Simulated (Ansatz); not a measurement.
Gas-phase reaction 2 R1 → P1 + P2, each structure at its B3LYP-D3(BJ)/def2-TZVP stationary point, reached from a drawn start (curvature not checked).
P1, I3Se (SMILES I[Se](I)I) (charge 0, multiplicity 2, Z-matrix in Å and degrees):
```
Se
I 1 2.6393
I 1 2.6400 2 114.58
I 1 2.6402 2 114.61 3 135.60
```
R1: I2Se (SMILES I[Se]I), charge 0, multiplicity 1.
P2: ISe (SMILES [Se]I), charge 0, multiplicity 2.

P less R. No zero-point or thermal terms; singlets are restricted closed shells; open shells are unrestricted; no spin–orbit coupling.

Correlated levels freeze the cores. In cc and def2 sets filled d and f shells under p-block atoms count as core.

Codes used: Ansatz (Gaussian orbitals). All values are computed, each at the level named. Elements past Kr take the def2 small-core potentials, without spin–orbit coupling.

Total energies in hartree:

```tsv
structure	PBE/def2-TZVPP	B3LYP/def2-TZVPP	CCSD(T)/def2-TZVPP
P1	-3294.335000	-3295.033341	-3290.482432
R1	-2996.627994	-2997.229430	-2993.675341
P2	-2698.885768	-2699.385676	-2696.815813
```

Work out the reaction energy at each level in kcal/mol (1 hartree = 627.50947 kcal/mol), and say how far PBE/def2-TZVPP lies from CCSD(T)/def2-TZVPP.


- PBE/def2-TZVPP: (-3294.335000) + (-2698.885768) − 2 × (-2996.627994) = 0.035220 hartree = 22.10 kcal/mol
- B3LYP/def2-TZVPP: (-3295.033341) + (-2699.385676) − 2 × (-2997.229430) = 0.039843 hartree = 25.00 kcal/mol
- CCSD(T)/def2-TZVPP: (-3290.482432) + (-2696.815813) − 2 × (-2993.675341) = 0.052437 hartree = 32.90 kcal/mol
PBE/def2-TZVPP less CCSD(T)/def2-TZVPP: -10.80 kcal/mol. CCSD(T)/def2-TZVPP is the level counted from, the highest shown, and no exact or measured value.

Doubts at one or more of the structures used: a spin-contaminated determinant (CCSD(T)/def2-TZVPP).

Ansatz is a quantum-chemistry and plane-wave program.
